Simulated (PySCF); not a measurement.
VO₂F, SMILES [O]=[V](=[O])[F], multiplicity 1. The structure is a stationary point at B3LYP-D3(BJ)/def2-SVP. The spin state was assumed, not searched.

The numbers are results of B3LYP-D3(BJ)/def2-SVP (PySCF), not measurements.

Harmonic wavenumbers (cm⁻¹): 162, 257, 394, 763, 1119, 1121. Rotational constants (GHz): 8.951, 6.298, 3.883; symmetry number 1.

Work out the zero-point energy and the ideal-gas rigid-rotor harmonic-oscillator thermochemistry at 298.15 K and 1 atm.

ZPE = ½ Σ hcν = ½ × 3816 cm⁻¹ = 5.46 kcal/mol. H − E(el) = 8.80 kcal/mol. Entropy in cal/(mol K): translation 39.78, rotation 24.80, vibration 5.55, total 70.13. G − E(el) = -12.11 kcal/mol. Cp = 14.31 cal/(mol K).
